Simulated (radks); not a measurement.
Results of a calculation; reference values are marked as such.
Effect of the nuclear size on the silver ion Ag3+, [Kr] 4d8. Level of theory: Dirac Kohn-Sham, PBE, spin-unpolarised, spherical densities, finite nucleus; open shells fill j = l - 1/2 first; Fermi nuclear charge, rms radius 4.5454 fm (a radial shooting solver on a logarithmic mesh with Libxc functionals). The rms radius is varied about that value; shifts are against it.

| rms radius (fm) | total energy shift (eV) | density at nucleus (e/bohr^3) | 1s1/2 shift (meV) | 2s1/2 shift (meV) | 4s1/2 shift (meV) | 4p1/2 shift (meV) | 5s1/2 (empty) shift (meV) |
|---|---|---|---|---|---|---|---|
| 3.8681 | -0.781 | 1.489e+05 | -329 | -36.8 | -1.32 | 0.056 | -0.194 |
| 4.259 | -0.344 | 1.47e+05 | -145 | -16.2 | -0.579 | 0.025 | -0.085 |
| 4.5454 | 0 | 1.457e+05 | 0.000 | 0.000 | 0.000 | 0.000 | 0.000 |
| 4.759 | 0.269 | 1.448e+05 | 113 | 12.7 | 0.453 | -0.019 | 0.067 |
| 5.2363 | 0.908 | 1.429e+05 | 382 | 42.7 | 1.53 | -0.065 | 0.225 |

Slopes of the eigenvalues against <r^2> in GHz/fm^2, as finite differences over the two radii next to the reference (eigenvalue slopes, not the field-shift constants of lines): 1s1/2 13800, 2s1/2 1550, 4s1/2 55.3, 4p1/2 -2.34, 5s1/2 (empty) 8.15.
